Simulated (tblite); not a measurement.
Species: C₂H₁₀O₂SSi₂.
Geometry (GFN2-xTB, Å), atoms numbered from 1 in this order:
```xyz
17
C2H10O2SSi2 angstrom
C     -3.172   -0.400   -0.099
Si    -1.355   -0.547   -0.721
Si    -0.197    0.992    0.641
S      1.553    0.521   -0.620
C      3.062   -0.262    0.071
O      0.898   -0.585   -1.369
O      1.990    1.630   -1.445
H     -3.574    0.602   -0.216
H     -3.812   -1.067   -0.666
H     -3.277   -0.669    0.948
H     -1.437   -0.166   -2.133
H     -0.979   -1.927   -0.381
H      0.417    0.646    1.940
H     -0.112    2.457    0.681
H      3.653    0.513    0.540
H      2.739   -1.012    0.781
H      3.596   -0.715   -0.755
```

Calculated harmonic vibrations of the isolated species, GFN2-xTB (tblite), most abundant isotopes, no scaling. Against measured fundamentals such values can be off by several per cent, at times by over 20. Modes of hydrogen on silicon can be 10 to 20 % off. One conformer, not necessarily the lowest.

Harmonic wavenumbers (cm⁻¹): 29.2, 60.9, 108.5, 116.8, 126.4, 154.1, 163.3, 191.3, 265.8, 282.1, 351.1, 378.7, 400.3, 409.1, 505.8, 561.9, 594.6, 667.7, 686.9, 708.5, 712.8, 770.0, 824.8, 828.6, 837.1, 840.5, 844.1, 1014.1, 1169.9, 1242.1, 1382.9, 1425.7, 1435.9, 1501.0, 1507.7, 2135.2, 2161.3, 2226.9, 2236.9, 3042.0, 3044.6, 3060.8, 3063.2, 3083.5, 3086.4.

A = 3034, B = 870.2, C = 811.3 MHz; mass 153.994 u (most abundant isotopes); point group C1, symmetry number 1.

Question: What is the zero-point energy?

Answer: Half the sum of the wavenumbers: 25120 cm⁻¹ = 71.82 kcal/mol.

Question: Entropy at 273.15 K, 1 bar (ideal gas, RRHO, classical rotation)?

Answer: Translation 40.60, rotation 29.14, vibration 35.51: S = 105.2 cal/(mol K).

Question: And Cp and H(273.15 K) − H(0)?

Answer: Cp = 42.14 cal/(mol K), of which vibrations give 34.19 (their classical limit is 45 R = 89.4); H(273.15 K) − H(0) = 7.18 kcal/mol without the zero-point energy, 5.01 from vibrations.

Question: What must be added to the electronic energy to get the Gibbs energy at 273.15 K and 1 bar?

Answer: ZPE + [H(273.15 K) − H(0)] − T·S = 71.82 + 7.18 − 28.75 = 50.25 kcal/mol.

Question: How do the functions run with temperature in this model?

Answer: 
```json
{"T (K)": "100", "S (cal/(mol K))": "73.9", "Cp (cal/(mol K))": "22.6", "H − H(0) (kcal/mol)": "1.50", "G − H(0) (kcal/mol)": "-5.89", "ln q(vib)": "2.57"}
{"T (K)": "200", "S (cal/(mol K))": "93.3", "Cp (cal/(mol K))": "34.5", "H − H(0) (kcal/mol)": "4.37", "G − H(0) (kcal/mol)": "-14.29", "ln q(vib)": "6.12"}
{"T (K)": "300", "S (cal/(mol K))": "109.3", "Cp (cal/(mol K))": "44.6", "H − H(0) (kcal/mol)": "8.35", "G − H(0) (kcal/mol)": "-24.45", "ln q(vib)": "9.54"}
{"T (K)": "500", "S (cal/(mol K))": "135.7", "Cp (cal/(mol K))": "58.9", "H − H(0) (kcal/mol)": "18.82", "G − H(0) (kcal/mol)": "-49.05", "ln q(vib)": "15.86"}
{"T (K)": "800", "S (cal/(mol K))": "166.5", "Cp (cal/(mol K))": "71.8", "H − H(0) (kcal/mol)": "38.59", "G − H(0) (kcal/mol)": "-94.60", "ln q(vib)": "24.12"}
{"T (K)": "1000", "S (cal/(mol K))": "183.1", "Cp (cal/(mol K))": "77.4", "H − H(0) (kcal/mol)": "53.54", "G − H(0) (kcal/mol)": "-129.60", "ln q(vib)": "28.94"}
```

q(vib) and H(0) count from the zero-point level.

Question: Blend soft modes into free rotors: weight 1/[1 + (100 cm⁻¹/ν̃)⁴] for the oscillator and the rest for a rotor with moment μB/(μ + B), μ = h/(8π²ν), B = 10⁻⁴⁴ kg m². What vibrational entropy results?

Answer: 32.54 cal/(mol K) in place of 35.51, which changes −T·S at 273.15 K by +0.81 kcal/mol.

Question: Which modes carry the vibrational entropy at 273.15 K?

Answer: 29.2 cm⁻¹: 5.71; 60.9 cm⁻¹: 4.26; 108.5 cm⁻¹: 3.13; 116.8 cm⁻¹: 2.98; 126.4 cm⁻¹: 2.83; 154.1 cm⁻¹: 2.46 cal/(mol K); the other 39 give 14.15 together.

Hindered rotation and anharmonicity are outside this model. Other conformers, if any are populated, would add a mixing term that is left out. The structure is chiral; the term R ln 2 for an equal mix with its mirror image is left out.

The run took 0.62 s on an Intel Xeon 6975P-C with one thread, shared host with 192 logical CPUs at a one-minute load of 50. The figure is for the frequency step alone.
